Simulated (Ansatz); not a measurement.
Computed with Ansatz on PBE0-D4/def2-TZVP structures; ΔE is electronic, products minus reactants. CBS: MP2 limit from def2 TZ/QZ plus the TZ coupled-cluster correction, frozen cores. Functionals use def2-TZVPP. B3LYP here is the variant with VWN-RPA as its local correlation; programs differ in this. For Br outer-core shells are correlated without core-valence functions, which leaves a few kJ/mol of doubt a bond. Scalar relativity is left out up to krypton. One conformer a species, not always the lowest.

`CCCCBr` + `O[SiH2]F` → `CC[SiH](O)F` + `CCBr`  (formal exchange of groups at a C–C bond)

Problem. Is it downhill or uphill in electronic energy at CCSD(T)/CBS, and by how much? (Best estimate.)

Solution. The calculation gave: Downhill: ΔE = -37.4 kJ/mol.

Problem. What do these levels give: LDA (SPW92), BLYP-D4, B3LYP-D4, BHLYP-D4, r2SCAN, HF/def2-SVP? (An estimate is asked.)

Solution. Ansatz gave: LDA (SPW92) -38.9, BLYP-D4 -43.2, B3LYP-D4 -42.7, BHLYP-D4 -41.3, r2SCAN -44.9, HF/def2-SVP -35.7 kJ/mol.

Problem. What do rigid-rotor, harmonic-oscillator terms from PBE0-D4/def2-TZVP frequencies (298.15 K, 1 bar) make of the CCSD(T)/CBS value? (An estimate is asked.)

Solution. The calculation gave: ΔZPE = +0.8 kJ/mol, ΔH = -35.2 kJ/mol, ΔS = 10 J/(mol·K), ΔG = -38.0 kJ/mol.

Largest T1 diagnostic among the species: 0.011.

Leaving LDA and LC-ωPBE aside and taking each functional with its dispersion term where it has one, the values, not all of them listed here, spread over 5.0 kJ/mol, from r2SCAN-D4 to PBE-QIDH. LDA lies +5.2 kJ/mol from PBE without D4. From BLYP to BHLYP (50 % exact exchange), in def2-TZVPP and without D4, ΔE moves by +3.3 kJ/mol.
